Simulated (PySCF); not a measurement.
silanone (H2OSi), SMILES O=[SiH2]. Atoms are numbered in the order given.

```xyz
4

Si     0.0000     0.0000     0.4420
O      0.0000     0.0000    -1.0934
H      0.0000    -1.2412     1.2799
H      0.0000     1.2412     1.2799
```

Geometry: PBE-D3(BJ)/def2-TZVP.

Level of theory: PBE-D3(BJ)/def2-TZVP (PySCF 2.14.0).

Frequencies are harmonic and unscaled.

Computed normal modes with their intensities:
```
mode  ν (cm⁻¹)  IR (km/mol)  moving atoms (share of kinetic energy)
----  --------  -----------  --------------------------------------
1          653         51.3                  H 79 %, Si 12 %, O 9 %
2          657         42.1                         H 83 %, Si 14 %
3          968         41.1                                  H 95 %
4         1179         59.9                         O 60 %, Si 36 %
5         2139         42.5                                  H 97 %
6         2159        130.8                                  H 95 %
```
